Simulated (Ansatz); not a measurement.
Wavefunction ladder for C$_{2}$H$_{7}$GaO, SMILES `CO[CH2][GaH2]`

```xyz
11

C    -0.1559   -1.8079   -0.1041
O    -0.1381   -0.5235    0.4593
C     0.1411    0.4959   -0.4882
Ga    0.0696    2.0921    0.7017
H    -0.3751   -2.5194    0.6933
H    -0.9281   -1.8886   -0.8813
H     0.8158   -2.0570   -0.5519
H    -0.6147    0.5013   -1.2862
H     1.1222    0.3329   -0.9562
H     1.3523    2.5217    1.5007
H    -1.2891    2.8526    0.9130
```

Total charge 0; spin multiplicity 1. Correlated methods include outer-core shells of Ga, which these sets cover unevenly. Scalar relativity is left out up to krypton. All single points use the PBE0-D4/def2-TZVP geometry. It is one conformer, not always the lowest. Frozen core, restricted reference, Ansatz.

```tsv
basis	HF (Eh)	MP2 corr.	CCSD corr.	(T)	CCSD(T) total
def2-SVP	-2077.50710	-0.68671	-0.72233	?	?
def2-TZVPP	-2077.93448	?	-0.85305	-0.03228	?
def2-QZVPP	?	?	–	–	–
```

Problem. Fill in the withheld values. (Best estimate.)

Solution. The calculation gave: def2-SVP (T): -0.02048; def2-SVP CCSD(T) total: -2078.24991; def2-TZVPP MP2 corr.: -0.82191; def2-TZVPP CCSD(T) total: -2078.81981; def2-QZVPP HF (Eh): -2077.98255; def2-QZVPP MP2 corr.: -1.11062.
